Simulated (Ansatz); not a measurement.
CH₆AlNOS (`C[O][Al]([NH2])[SH]`), charge 0, multiplicity 1.

Task: Give a relaxed structure at PBE0-D4/def2-TZVP (Ansatz). (An estimate is asked.)

Result: Ansatz gave: 
Z-matrix (Å, degrees):
```
C
O 1 1.393
H 1 1.095 2 110.2
H 1 1.095 2 110.3 3 -119.1
H 1 1.098 2 112.8 3 120.4
Al 2 1.680 1 137.8 3 -122.1
S 6 2.186 2 121.7 1 -0.2
N 6 1.756 2 118.8 1 179.8
H 7 1.344 6 92.7 2 -0.4
H 8 1.006 6 124.3 2 -0.1
H 8 1.006 6 124.9 2 179.8
```
Point group Cs.
This is one stationary point; other conformers may exist.
